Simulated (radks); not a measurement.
The numbers below are computed, except where a source is named.
All-electron atom: the argon ion Ar3+ in [Ne] 3s2 3p3. Level of theory: scalar-relativistic Kohn-Sham, AM05, spin-polarised, spherical densities, point nucleus; open shells are filled with parallel spins first (a radial shooting solver on a logarithmic mesh with Libxc functionals).

Unscreened Slater integrals over Kohn-Sham orbitals (eV). They are taken over the spin-up orbitals. Empty in this configuration: 3d.

F0(3p,3p): 17.709
F2(3p,3p): 9.0307
F0(3p,3s): 18.330
G1(3p,3s): 12.281
F0(3p,2p): 23.929
F2(3p,2p): 4.5345
G0(3p,2p): 1.8446
G2(3p,2p): 1.8724
F0(3p,2s): 23.568
G1(3p,2s): 1.4150
F0(3p,3d): 16.266
F2(3p,3d): 8.0182
G1(3p,3d): 10.036
G3(3p,3d): 6.1378
F0(3s,3s): 19.030
F0(3s,2p): 25.188
G1(3s,2p): 2.0494
F0(3s,2s): 24.901
G0(3s,2s): 1.6393
F0(3s,3d): 16.777
G2(3s,3d): 7.6969
F0(2p,2p): 66.287
F2(2p,2p): 30.832
F0(2p,2s): 62.184
G1(2p,2s): 36.578
F0(2p,3d): 20.393
F2(2p,3d): 3.2928
G1(2p,3d): 2.1260
G3(2p,3d): 1.1972
F0(2s,2s): 59.479
F0(2s,3d): 20.357
G2(2s,3d): 1.8070
F0(3d,3d): 15.148
F2(3d,3d): 7.4314
F4(3d,3d): 4.7187

Derived for the open shells (J is the average intra-shell exchange parameter used in DFT+U). 3p: J = F2/5 = 1.806 eV.
